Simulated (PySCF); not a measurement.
## Fractional electron number in W (tungsten, neutral)

The 6s beta orbital of [Xe] 4f14 5d4 6s2 is emptied in steps (occupation f), with all orbitals relaxed, ending at [Xe] 4f14 5d4 6s1. Computed with PySCF 2.14 in def2-TZVPPD with the def2 core potential (60 electrons) (6s5p3d2f1g, 59 functions), with a scalar-relativistic core potential. The exact energy is a straight line in f; departures are measured from the line between the end points of the same method.

| f | BHandHLYP (eV) | CAM-B3LYP (eV) |
| --- | --- | --- |
| 1 | 0.000 | 0.000 |
| 0.75 | -0.282 | -0.224 |
| 0.5 | -0.383 | -0.307 |
| 0.25 | -0.293 | -0.238 |
| 0 | 0.000 | 0.000 |

```tsv
method	E(f=0) − E(f=1) (eV)	−ε at f=1 (eV)	−ε at f=0.5 (eV)
BHandHLYP	7.458	5.979	7.427
CAM-B3LYP	7.691	6.522	7.655
```

Orbital energy along the path (eV):

| f | BHandHLYP | CAM-B3LYP |
| --- | --- | --- |
| 1 | -5.979 | -6.522 |
| 0.75 | -6.687 | -7.072 |
| 0.5 | -7.427 | -7.655 |
| 0.25 | -8.215 | -8.289 |
| 0 | -9.001 | -9.008 |

Reference removal energy between the ground levels: 7.864 eV (measured; NIST Atomic Spectra Database, ionization energies). The calculation has no spin-orbit coupling.
